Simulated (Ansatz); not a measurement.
Reactions of `O[C]1(S)[NH][GeH2]1`.

Isolated molecules relaxed with PBE0-D4/def2-TZVP in Ansatz; ΔE leaves out vibrations. CCSD(T)/CBS is the MP2 limit (def2-TZVPP, def2-QZVPP) plus CCSD(T) − MP2 in def2-TZVPP, frozen cores. This one scheme is used for every species, atoms too. DFT in def2-TZVPP. B3LYP here is the variant with VWN-RPA as its local correlation; programs differ in this. Open shells (•) are unrestricted, without spin–orbit coupling. Spin–orbit coupling would lower the free atoms: a little for C, O, S; clearly for Ge. Bonds to Ge are less sure, by a few kJ/mol each and by 10 to 20 or more in all where they break to atoms, as the def2 sets lack core-valence functions. Scalar relativity is left out up to krypton. Each species was taken in one conformer, which may not be the lowest.

| reaction | ωB97M-V (eV) | B3LYP-D4 (eV) | CCSD(T)/CBS(def2) (eV) |
| --- | --- | --- | --- |
| `O[C]1(S)[NH][GeH2]1` → C• + Ge• + 5 H• + N• + O• + S• | 33.46 | 33.20 | 33.50 |
| `O[C]1(S)[NH][GeH2]1` → `O=C(S)[NH][GeH3]` | -2.22 | -2.35 | -2.09 |
| `O[C]1(S)[NH][GeH2]1` + H₂ → `O[CH]1[NH][GeH2]1` + H₂S | -0.49 | -0.62 | -0.29 |
| `O[C]1(S)[NH][GeH2]1` → `OC1[NH][GeH2][S]1` | -1.78 | -1.73 | -1.73 |
| `O[C]1(S)[NH][GeH2]1` + H₂ → `S[CH]1[NH][GeH2]1` + H₂O | -0.75 | -0.74 | -0.83 |

Largest T1 diagnostic: 0.015, for `O=C(S)[NH][GeH3]`.
